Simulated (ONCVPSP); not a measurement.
# What the settings do to the ONCV potential of Yb (Z = 70)

Base potential:

```
Element                 : Yb (Z = 70)
Generator               : ONCVPSP 4.0.1
Type                    : optimised norm-conserving Vanderbilt (ONCV)
Functional              : LDA (Perdew-Wang 92)
Relativity              : scalar-relativistic
Frozen core             : [Kr] 4d10 4f13
Valence charge          : 11
Reference configuration : 5s2 5p6 5d1.5 6s1.5
Partial waves           : 5s+6s: rc 1.70 bohr, ncon 4, nbas 7, qcut 8.2 1/bohr, 2 projectors; 5p: rc 2.10 bohr, ncon 4, nbas 8, qcut 5.2 1/bohr, 2 projectors, debl 3.3 Ha; 5d: rc 2.00 bohr, ncon 4, nbas 7, qcut 4.6 1/bohr, 3 projectors, debl 1.8 Ha
Local potential         : polynomial inside 1.10 bohr (lpopt 5, dvloc0 0 Ha)
Core correction         : none
```

Cutoffs, loose and tight: the cutoffs (Ha) at which the residual kinetic energy of the hardest occupied pseudo-wave falls to 1 and 0.1 mHa per electron. They do not see the model core or the augmentation charge, which bear on the density cutoff. Test errors are all-electron minus pseudo excitation energies from the reference, over the configurations 5s2 5p6 5d1 6s2; 5s2 5p6 5d1 6s1; 5s2 5p6 5d1 6s0; 5s2 5p6 5d1 6s1 6p1. A dash means not determined; rows that change the core or the reference have their own tests.

```tsv
change	outcome	cutoff, loose	cutoff, tight	bound ghosts	GHOST(+) flags above zero	largest test error (meV)
base	generated	22 Ha	25 Ha	none	s, p	+4.9
p: qcut 3.4	generated	32 Ha	46 Ha	none	s, p	+4.7
p: qcut 3.9	generated	22 Ha	38 Ha	none	s, p	+4.8
p: qcut 4.6	generated	22 Ha	25 Ha	none	s	+4.9
p: qcut 5.5	generated	22 Ha	25 Ha	none	s, p	+4.9
p: qcut 6	generated	22 Ha	25 Ha	none	s	+4.9
p: qcut 6.9	generated	22 Ha	25 Ha	none	s, p	+4.8
p: qcut 7.8	generated	22 Ha	25 Ha	none	s, p	+4.8
```

Reading the sweep of the qcut of the p channel (base included, trends over the rows without a ghost): The loose cutoff falls from 32 Ha at 3.4 to 22 Ha at 7.8 1/bohr. The median size of the test errors (rows with all tests solved) stays near 1.8 meV.
